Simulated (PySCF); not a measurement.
Cd(GeH3)2, SMILES [GeH3][Cd][GeH3] (H₆CdGe₂), CAM-B3LYP/def2-SVP optimised geometry.

```
9

Cd    -0.32    -0.14     0.00
Ge    -1.30     2.23     0.00
H     -2.17     2.51     1.24
H     -0.21     3.32    -0.01
H     -2.19     2.50    -1.23
Ge     0.65    -2.50     0.00
H      0.22    -3.32     1.23
H      0.22    -3.32    -1.23
H      2.19    -2.50     0.00
```

Density from CAM-B3LYP/def2-TZVP, def2 effective core potentials past Kr run with PySCF at that geometry. The core electrons that the potentials of Cd replace are not part of the density.

Minimum of the electron density along straight lines between bonded atoms, close to the bond critical point (lines longer than 1.1 times the sum of covalent radii, or with two minima, are not listed):

```tsv
bond	length / Å	ρ at the minimum / e bohr⁻³	∇²ρ there / e bohr⁻⁵	position (fraction from the first atom)
Cd1–Ge2	2.559	0.069	0.02	0.50
Ge2–H3	1.542	0.130	0.07	0.59
Ge2–H4	1.542	0.130	0.07	0.59
Ge2–H5	1.542	0.130	0.07	0.59
Cd1–Ge6	2.559	0.069	0.02	0.50
Ge6–H7	1.542	0.130	0.07	0.59
Ge6–H8	1.542	0.130	0.07	0.59
Ge6–H9	1.542	0.130	0.07	0.59
```
